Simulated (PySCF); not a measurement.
## Correlation energy of Ge⁺ (germanium, charge +1)

[Ar] 3d10 4s2 4p1, 2P determinant. Calculation: PySCF 2.14, in x2c-TZVPPall; scalar relativity by spin-free X2C-1e. Frozen: [Ne]; 21 electrons correlated.

```json
{"level": "CCSD", "correlation energy (mhartree)": "-297.97"}
{"level": "(T)", "correlation energy (mhartree)": "-7.38"}
{"level": "CCSD(T)", "correlation energy (mhartree)": "-305.35"}
```

Diagnostics: T1 = 0.0080, D1 = 0.0286, largest double amplitude 0.087.

Cost of the coupled-cluster step: roughly 10 core-seconds, for 21 correlated electrons.

This basis was not built for core-valence correlation, so the inner-shell part is incomplete.
